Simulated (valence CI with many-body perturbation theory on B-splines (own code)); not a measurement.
**Level structure of Cs⁴⁹⁺**

Level of theory: configuration interaction combined with many-body perturbation theory (CI+MBPT): four valence electrons over a frozen Dirac-Fock core [He], radial functions for each j: 11 s, 11 p, 10 d, 8 f, 5 g, 2 h, with the one-electron correlation potential Σ1, the two-electron term Σ2, the three-electron term Σ3, Breit, model QED; selected CI, second order for the rest, scaled by the run's own slope (own B-spline code, finite nucleus).

The last digits are not significant, and no measured levels were compared; by estimate large intervals hold to a few tenths of a per cent, small ones and those within an open d or f shell to about a per cent. Among the levels kept, up to 890 cm⁻¹ of a level comes from second order outside the variational space, and about a tenth of that is noise between levels of different J, which matters for small intervals.

Levels 1 to 45 of 208, with energies above the lowest level, (2s^2 2p1/2^2) J=0. "Leading %" is the weight of the configuration and term that name the level; weights of strongly mixed levels are sums over their largest components and can fall short, so below about 35 % the name and the second component can differ from the true leading terms, or belong to a minority configuration. In the jj column 3d3/2^4 stands for four electrons in 3d with j = 3/2. Lifetimes count E1, E2, E3, M1 and M2 decay at the calculated energies, and are blank where another channel may lead or the interval is too uncertain; long ones can be off by a factor of two.

```tsv
No.	Configuration	Term	J	E (eV)	Leading %	g	Lifetime	Leading jj
1	2s2 2p2	3P	0	0.0	70			2s^2 2p1/2^2 (100 %)
2	2s2 2p2	3P	1	361.7	100	1.483	3.23 ns	2s^2 2p1/2 2p3/2 (100 %)
3	2s2 2p2	1D	2	377.6	63	1.164	2.15 μs	2s^2 2p1/2 2p3/2 (100 %)
4	2s 2p3	3P°	2	552.7	45	1.565	67.6 ps	2s 2p1/2^2 2p3/2 (98 %)
5	2s 2p3	3D°	1	614.7	36	1.085	1.04 ps	2s 2p1/2^2 2p3/2 (99 %)
6	2s2 2p2	3P	2	752.2	62	1.296	965 ps	2s^2 2p3/2^2 (99 %)
7	2s2 2p2	1S	0	793.8	70		741 ps	2s^2 2p3/2^2 (99 %)
8	2s 2p3	3D°	2	897.6	48	1.544	4.79 ps	2s 2p1/2 2p3/2^2 (98 %)
9	2s 2p3	3D°	3	933.1	100	1.313	5.09 ps	2s 2p1/2 2p3/2^2 (100 %)
10	2s 2p3	3P°	0	971.4	100		1.28 ps	2s 2p1/2 2p3/2^2 (100 %)
11	2s 2p3	3S°	1	986.6	45	1.295	677 fs	2s 2p1/2 2p3/2^2 (99 %)
12	2s 2p3	1D°	2	996.9	72	1.071	684 fs	2s 2p1/2 2p3/2^2 (98 %)
13	2s 2p3	3P°	1	1000.3	54	1.348	905 fs	2s 2p1/2 2p3/2^2 (99 %)
14	2p4	3P	2	1201.9	69	1.331	717 fs	2p1/2^2 2p3/2^2 (99 %)
15	2p4	1S	0	1247.0	61		590 fs	2p1/2^2 2p3/2^2 (98 %)
16	2s 2p3	3P°	2	1333.2	52	1.409	1.33 ps	2s 2p3/2^3 (98 %)
17	2s 2p3	1P°	1	1391.7	41	1.197	500 fs	2s 2p3/2^3 (99 %)
18	2p4	3P	1	1573.3	100	1.483	447 fs	2p1/2 2p3/2^3 (100 %)
19	2p4	1D	2	1589.9	70	1.129	484 fs	2p1/2 2p3/2^3 (100 %)
20	2p4	3P	0	1984.0	62		339 fs	2p3/2^4 (99 %)
21	2s2 2p 3s	3P°	0	5253.1	99		18.2 fs	2s^2 2p1/2 3s (99 %)
22	2s2 2p 3s	3P°	1	5255.9	67	1.321	14.3 fs	2s^2 2p1/2 3s (99 %)
23	2s2 2p 3p	3D	1	5311.0	73	0.652	1.34 ps	2s^2 2p1/2 3p1/2 (99 %)
24	2s2 2p 3p	3P	0	5341.4	69		450 fs	2s^2 2p1/2 3p1/2 (98 %)
25	2s 2p2 3s	5P	1	5414.7	29	1.835	28.1 fs	2s 2p1/2^2 3s (61 %)
26	2s2 2p 3p	3D	2	5434.4	54	1.158	875 fs	2s^2 2p1/2 3p3/2 (99 %)
27	2s2 2p 3p	3P	1	5444.6	29	1.740	51.7 fs	2s^2 2p1/2 3p3/2 (62 %)
28	2s 2p2 3s	3P	0	5450.5	71		20.0 fs	2s 2p1/2^2 3s (97 %)
29	2s2 2p 3d	3F°	2	5481.5	74	0.753	13.0 fs	2s^2 2p1/2 3d3/2 (100 %)
30	2s 2p2 3p	3P°	1	5484.2	26	1.296	2.64 fs	2s 2p1/2^2 3p1/2 (80 %)
31	2s 2p2 3p	5D°	0	5487.6	48		331 fs	2s 2p1/2^2 3p1/2 (98 %)
32	2s2 2p 3d	3D°	1	5505.4	42	0.950	2.87 fs	2s^2 2p1/2 3d3/2 (80 %)
33	2s2 2p 3d	3P°	2	5522.4	46	1.282	2.22 fs	2s^2 2p1/2 3d5/2 (98 %)
34	2s2 2p 3d	3F°	3	5525.5	48	1.104	2.43 fs	2s^2 2p1/2 3d5/2 (99 %)
35	2s 2p2 3p	3P°	2	5606.9	31	1.536	121 fs	2s 2p1/2^2 3p3/2 (96 %)
36	2s 2p2 3p	3D°	1	5611.4	35	1.106	5.90 fs	2s 2p1/2^2 3p3/2 (97 %)
37	2s2 2p 3s	3P°	2	5640.4	98	1.483	24.1 fs	2s^2 2p3/2 3s (98 %)
38	2s2 2p 3s	1P°	1	5646.4	66	1.140	11.5 fs	2s^2 2p3/2 3s (98 %)
39	2s 2p2 3d	5F	1	5653.4	42	0.438	16.8 fs	2s 2p1/2^2 3d3/2 (98 %)
40	2s 2p2 3d	3D	2	5658.0	30	1.159	11.0 fs	2s 2p1/2^2 3d3/2 (94 %)
41	2s 2p2 3d	3D	3	5692.4	33	1.357	2.44 fs	2s 2p1/2^2 3d5/2 (98 %)
42	2s 2p2 3d	3F	2	5707.1	30	1.009	2.68 fs	2s 2p1/2^2 3d5/2 (90 %)
43	2s2 2p 3p	3P	1	5709.3	51	1.453	397 fs	2s^2 2p3/2 3p1/2 (96 %)
44	2s2 2p 3p	3D	2	5712.0	42	1.166	60.0 fs	2s^2 2p3/2 3p1/2 (93 %)
45	2s 2p2 3s	5P	2	5760.6	85	1.744	26.0 fs	2s 2p1/2 2p3/2 3s (98 %)
```

The ionisation energy to 2s2 2p 2P°_1/2 of the next ion comes out as 9351.5 eV (NIST: 9350 ± 4 eV (theoretical)). All 208 levels together are meant to be complete up to 6658.2 eV.
